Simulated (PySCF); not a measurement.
An unknown is described by computed data only.

Formula: C3H11NOSi2.

* 1H NMR: chemical shifts (computed TMS as zero) by class: 4.85 (1 H), 4.84 (1 H), 4.80 (1 H), 4.58 (1 H), 4.22 (1 H), 3.50 (1 H), 1.61 (1 H), 0.88 (1 H), 0.47 (1 H), 0.34 (1 H), -0.35 (1 H) ppm [GIAO CAM-B3LYP/pcSseg-1]
* UV, strongest line: among the 10 lowest singlet transitions: S7 at 7.30 eV (170 nm, f = 0.019) [TDDFT PBE0/def2-SVPD]
* Triplet: lowest triplet excitation (Tamm–Dancoff): 5.78 eV [TDA PBE0/def2-SVPD]
* Polarisability: 98.6 au [PBE0/def2-SVPD]
* 13C NMR: chemical shifts (computed TMS as zero) by class: 72.1 (1 C), 25.7 (1 C), 9.0 (1 C) ppm [GIAO CAM-B3LYP/pcSseg-1]
* XPS: Si2p3/2 106.4, Si2p3/2 106.5, C1s 290.0, C1s 290.1, C1s 292.1, N1s 403.8, O1s 538.8, Si1s 1846.2, Si1s 1846.4 eV [ΔSCF SCAN, pcX-2 on the ionised atom, pcseg-1 elsewhere, spin-free X2C, 2p3/2 from a spin–orbit splitting computed afterwards within the 2p shell]
* Rotational structure: rotational constants A, B, C: 3.372, 1.215, 0.942 GHz [PBE0-D3(BJ)/def2-SVP]

Gas-phase values; electronic properties from PySCF, density fitting. Levels stand in brackets. The structure is a single PBE0-D3(BJ)/def2-SVP conformer in the gas phase; no vibrational or solvent corrections. NMR classes are plain means over equivalent atoms (diastereotopic ones count apart unless rotation or inversion swaps them), as if these changed places fast.

**Question.** What is the compound? Reason from the data.

**Answer.** Numbering: `[OH:1][CH2:2][C@@H:3]1[CH2:4][SiH2:5][NH:6][SiH2:7]1`. Its formula, C3H11NOSi2, gives 1 degree of unsaturation: 1 ring and 0 π bonds in the structure found. 3 carbons fall into 3 classes; from least to most shielded: carbinol carbon (C–OH) [C2] (72.1 ppm), ring sp3 carbon bound to silicon [C3] (25.7 ppm), ring sp3 carbon bound to silicon [C4] (9.0 ppm). Hydrogen classes from least to most shielded: 1 H on an SiH2 silicon, Si7 (4.85 ppm), 1 H on an SiH2 silicon, Si5 (4.84 ppm), 1 H on an SiH2 silicon, Si5 (4.80 ppm), 1 H on an SiH2 silicon, Si7 (4.58 ppm), 1 H on a carbinol carbon (C–OH), C2 (4.22 ppm), 1 H on a carbinol carbon (C–OH), C2 (3.50 ppm), 1 H on an sp3 carbon bound to silicon, C3 (1.61 ppm), 1 H on an sp3 carbon bound to silicon, C4 (0.88 ppm), 1 H on an sp3 carbon bound to silicon, C4 (0.47 ppm), 1 H on an alcohol oxygen, O1 (0.34 ppm), 1 H on a nitrogen bridging silicon atoms, N6 (-0.35 ppm). The core levels belong to: Si2p3/2 106.4 eV, SiH2 silicon [Si7]; Si2p3/2 106.5 eV, SiH2 silicon [Si5]; C1s 290.0 eV, sp3 carbon bound to silicon [C3]; C1s 290.1 eV, sp3 carbon bound to silicon [C4]; C1s 292.1 eV, carbinol carbon (C–OH) [C2]; N1s 403.8 eV, nitrogen bridging silicon atoms [N6]; O1s 538.8 eV, alcohol oxygen [O1]; Si1s 1846.2 eV, SiH2 silicon [Si7]; Si1s 1846.4 eV, SiH2 silicon [Si5]. The optimised geometry has point group C1 and is an asymmetric top. Structure: `OC[C@@H]1C[SiH2]N[SiH2]1`. Computed isomers that give other values at the same levels: `NC[Si@H]1CC[SiH2]O1` (core binding energies: Si2p3/2 106.7, Si2p3/2 107.1, C1s 290.2, C1s 290.3, C1s 290.8, N1s 404.8, O1s 537.4, Si1s 1846.5, Si1s 1847.0 eV). The assignments are read from this structure; whether some other isomer fits the data as well wasn't checked. The mirror image fits equally.
